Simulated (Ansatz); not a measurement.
Species: C2H5B, charge 0, singlet. C2H5B (SMILES BC=C).
B3LYP-D3(BJ)/def2-TZVP minimum from Ansatz (a quantum-chemistry and plane-wave program):
```xyz
8

B     -0.2109     0.1288     1.3401
H     -0.5469     1.2726     1.4070
H     -0.1545    -0.5217     2.3378
C      0.1369    -0.4639    -0.0324
C      0.0689     0.2797    -1.1465
H      0.4474    -1.5008    -0.1385
H      0.3082    -0.1095    -2.1312
H     -0.2346     1.3203    -1.1020
```

Atomisation energy term by term, kcal/mol (programs: Ansatz). Radicals and triplets start from unrestricted determinants; spin-orbit coupling is neglected. Cores are frozen in correlated methods. Rows without X2C or -DK are non-relativistic. CBS(X,Y): correlation extrapolated as X^-3, Hartree-Fock from the larger set. A bracket is a step between two methods taken in the basis named. 'core' is core correlation in cc-pwCVTZ, 'X2C' scalar relativity in cc-pVTZ-DK, both at CCSD(T). Where a partner has so few electrons that a lower coupled-cluster level is exact, that level stands in. The restricted determinant of C2H5B (BC=C, singlet) is unstable towards broken spin symmetry in at least one set run.

```json
[
 {"term": "Hartree-Fock", "basis": "cc-pVQZ", "kcal/mol": "573.91"},
 {"term": "CCSD correlation", "basis": "CBS(cc-pVTZ,cc-pVQZ)", "kcal/mol": "152.24"},
 {"term": "(T)", "basis": "CBS(cc-pVTZ,cc-pVQZ)", "kcal/mol": "9.70"},
 {"term": "CCSDT(Q) - CCSD(T)", "basis": "cc-pVDZ", "kcal/mol": "0.44"},
 {"term": "core correlation", "basis": "cc-pwCVTZ", "kcal/mol": "3.31"},
 {"term": "scalar relativity", "basis": "X2C, cc-pVTZ-DK", "kcal/mol": "-0.39"},
 {"term": "sum: De", "basis": "", "kcal/mol": "739.2"}
]
```
